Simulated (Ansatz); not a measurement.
Gas-phase electronic energies from Ansatz, PBE0-D4/def2-TZVP geometries. CCSD(T)/CBS is the MP2 limit (def2-TZVPP, def2-QZVPP) plus CCSD(T) − MP2 in def2-TZVPP, frozen cores. This one scheme is used for every species. Functionals use def2-TZVPP. B3LYP here is the variant with VWN-RPA as its local correlation; programs differ in this. For Se outer-core shells are correlated without core-valence functions, which leaves a few kJ/mol of doubt a bond. Scalar relativity is left out up to krypton. One conformer a species, not always the lowest.

Reaction (formal exchange of groups at the Se–C bond): `C[Se]BF` + `CC` → `CC[Se]BF` + CH₄

| level | ΔE (kcal/mol) | difference from CCSD(T)/CBS |
| --- | --- | --- |
| PBE-D4 | -3.3 | 0.4 |
| r2SCAN-D4 | -3.5 | 0.2 |
| B2PLYP | -2.8 | 0.9 |
| r2SCAN | -3.3 | 0.4 |
| PBE0 | -2.3 | 1.4 |
| B3LYP | -2.0 | 1.7 |
| MP2/def2-TZVPP | -4.0 | -0.3 |
| SCS-MP2/def2-QZVPP | -3.5 | 0.2 |
| HF/CBS(def2) | -1.3 | 2.4 |
| MP2/CBS(def2) | -4.3 | -0.6 |
| CCSD(T)/CBS | -3.7 | 0 |

Largest T1 diagnostic among the species: 0.012.

In def2-TZVPP, CCSD(T) changes the Hartree–Fock value by −2.0 kcal/mol (the triples alone add −0.4 kcal/mol) and MP2 by −2.6 kcal/mol. The D4 term adds −1.4 kcal/mol with B3LYP and −0.8 kcal/mol with PBE0; it sums over pairs of atoms, weighted by their polarisabilities, and B3LYP, whose exchange is more repulsive, gets the larger term.
